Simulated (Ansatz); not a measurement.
Geometry optimisation, RKS PBE0-D4/def2-SVP in Ansatz.

input.yaml

```yaml
crystal:
  periodic: [false, false, false]
  atoms:
    - { symbol: B, position_ang: [-0.860803, -0.663084, -1.877832] }
    - { symbol: Br, position_ang: [-0.124877, 0.962764, -2.782875] }
    - { symbol: H, position_ang: [-0.094854, -1.571922, -1.71087] }
    - { symbol: H, position_ang: [-2.049577, -0.689635, -1.714367] }
    - { symbol: H, position_ang: [0.137356, 1.282443, 0.000381] }
    - { symbol: "N", position_ang: [-0.205337, 0.532869, 0.600123] }
    - { symbol: C, position_ang: [0.830553, -0.048525, 1.423655] }
    - { symbol: H, position_ang: [-0.988589, 0.890672, 1.141551] }
    - { symbol: H, position_ang: [1.641058, -0.423513, 0.781487] }
    - { symbol: H, position_ang: [1.283652, 0.640874, 2.16355] }
    - { symbol: H, position_ang: [0.431317, -0.912945, 1.975198] }
basis:
  gaussian: { orbitals: def2-SVP }
hamiltonian:
  xc: pbe0
  dispersion: d4
relax:
  f_tol: 0.03
  max_steps: 50
```

Command:

```bash
$ ansatz run input.yaml --threads 2 --pin off --max-ram 3072MiB --backend cpu --events-out ev --progress --plain --runs-dir out
```

Task: Where does it end, and by what steps?

Result: The forces met the threshold. After 17 steps the energy has fallen by 1.496 eV; Br2 moved furthest, 1.13 Å. Joined: B1–N6 (2.83 → 1.62 Å).

```json
{"step": "0", "energy less start (eV)": "0.0000", "largest force component (eV/Å)": "1.228", "accepted": "yes"}
{"step": "1", "energy less start (eV)": "-0.2128", "largest force component (eV/Å)": "0.628", "accepted": "yes"}
{"step": "2", "energy less start (eV)": "-0.4721", "largest force component (eV/Å)": "0.818", "accepted": "yes"}
{"step": "3", "energy less start (eV)": "-0.8831", "largest force component (eV/Å)": "1.576", "accepted": "yes"}
{"step": "4", "energy less start (eV)": "-1.2584", "largest force component (eV/Å)": "1.271", "accepted": "yes"}
{"step": "5", "energy less start (eV)": "-1.2620", "largest force component (eV/Å)": "1.854", "accepted": "yes"}
{"step": "6", "energy less start (eV)": "-1.3787", "largest force component (eV/Å)": "0.130", "accepted": "yes"}
{"step": "7", "energy less start (eV)": "-1.3851", "largest force component (eV/Å)": "0.044", "accepted": "yes"}
{"step": "8", "energy less start (eV)": "-1.3895", "largest force component (eV/Å)": "0.083", "accepted": "yes"}
{"step": "9", "energy less start (eV)": "-1.3935", "largest force component (eV/Å)": "0.328", "accepted": "yes"}
{"step": "10", "energy less start (eV)": "-1.4055", "largest force component (eV/Å)": "0.209", "accepted": "yes"}
{"step": "11", "energy less start (eV)": "-1.4376", "largest force component (eV/Å)": "0.203", "accepted": "yes"}
{"step": "12", "energy less start (eV)": "-1.4650", "largest force component (eV/Å)": "0.264", "accepted": "yes"}
{"step": "13", "energy less start (eV)": "-1.4753", "largest force component (eV/Å)": "0.327", "accepted": "yes"}
{"step": "14", "energy less start (eV)": "-1.4936", "largest force component (eV/Å)": "0.117", "accepted": "yes"}
{"step": "15", "energy less start (eV)": "-1.4936", "largest force component (eV/Å)": "0.094", "accepted": "yes"}
{"step": "16", "energy less start (eV)": "-1.4956", "largest force component (eV/Å)": "0.056", "accepted": "yes"}
{"step": "17", "energy less start (eV)": "-1.4957", "largest force component (eV/Å)": "0.011", "accepted": "yes"}
```

```xyz
11
Properties=species:S:1:pos:R:3
B -0.706 -0.349 -1.087
Br 0.709 0.315 -2.376
H -0.607 -1.545 -0.892
H -1.808 0.035 -1.426
H -0.333 1.395 0.108
N -0.379 0.392 0.311
C 0.849 -0.038 0.996
H -1.192 0.259 0.917
H 1.689 0.103 0.303
H 1.015 0.538 1.917
H 0.763 -1.106 1.229
```

Whether the end is a true minimum wasn't checked by a vibrational analysis.

Run time: 24 s on 2 threads of AMD EPYC 9R45 96-Core Processor (Zen 5) (shared host), peak memory 0.27 GiB.
